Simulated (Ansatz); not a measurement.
Species: C$_{2}$H$_{5}$Ge, charge 0, doublet. C2H5Ge (SMILES [GeH2][CH]=C, doublet).
B3LYP-D3(BJ)/def2-TZVP minimum from Ansatz (a quantum-chemistry and plane-wave program):
```xyz
8

Ge     0.6778    -0.2598    -0.1278
C     -0.9632     0.7609    -0.1199
C     -2.0767     0.3745     0.5080
H      0.7167    -1.2426     1.0650
H      1.9249     0.6521    -0.1512
H     -0.9835     1.6687    -0.7159
H     -2.9914     0.9561     0.4612
H     -2.1178    -0.5319     1.1023
```
Charge 0, spin multiplicity 2.

Total energies in cc-pVDZ, 17 correlated electrons, 16 frozen orbitals. UHF or UKS for unpaired electrons; spin-orbit terms are left out. Correlated methods leave the cores frozen (noble-gas shells, and filled d and f shells in the p block). No relativity. The UHF reference of C2H5Ge (C=[CH][GeH2], doublet) is spin-contaminated (<S^2> up to 0.14 over the pure value in the sets run).

```
method    program  energy (Eh)  minus CCSDT(Q) (mEh)
--------  -------  -----------  --------------------
HF         Ansatz  -2153.92460                406.03
MP2        Ansatz  -2154.26534                 65.29
CCSD       Ansatz  -2154.31519                 15.45
CCSD(T)    Ansatz  -2154.32835                  2.28
CCSDT(Q)   Ansatz  -2154.33064                  0.00
```

Rough core times of Ansatz's runs on a shared machine: CCSD(T) under 20 s, CCSDT(Q) 20 min.
